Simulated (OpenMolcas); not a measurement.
An OpenMolcas run meant for Ne6+ (ANO-RCC-VTZP, DKH4; inactive shells 1s; intended active space 2 electrons in 4 orbitals (2s 2p)). One step of its input:

```
&CASPT2
Multistate=3 1 2 3
Frozen=20 20
IPEA=0.25
Imaginary=0.1
MaxIter=60
WThr=0.0 0.3 0.05
PrWF=0.5
NoMix
```

Lines from the output:

```
|       MOLCAS_SOURCE = <dir>
  |    MOLCAS_STRUCTURE = 0
  |
   -----------------------------------------------------------------------------------------
++ ---------   Input file   ---------
>>> COPY JOB001 $Project.JobIph
&CASPT2
Multistate=3 1 2 3
Frozen=20 20
IPEA=0.25
Imaginary=0.1
MaxIter=60
WThr=0.0 0.3 0.05
PrWF=0.5
NoMix
-- ----------------------------------
>>> COPY JOB001 a.JobIph
*** symbolic link created: INPORB -> a.RasOrb
--- Start Module: caspt2 at  ---
()()()()()()()()()()()()()()()()()()()()()()()()()()()()()()()()()()()()()()()()()()()()()()()()()()
                                              &CASPT2
                                   only a single process is used
                       available to each process: 2.3 GB of memory, 1 thread
()()()()()()()()()()()()()()()()()()()()()()()()()()()()()()()()()()()()()()()()()()()()()()()()()()
 ###    WARNING: User changed nr of frozen orbitals.                         ###
 ###    ERROR: Too many frozen orbitals!                                     ###
--- Stop Module: caspt2 at  /rc=_RC_INPUT_ERROR_ ---
.####################.
.# User input error #.
.####################.
```

Q: What is wrong with the input?

A: More orbitals are frozen than there are inactive ones.
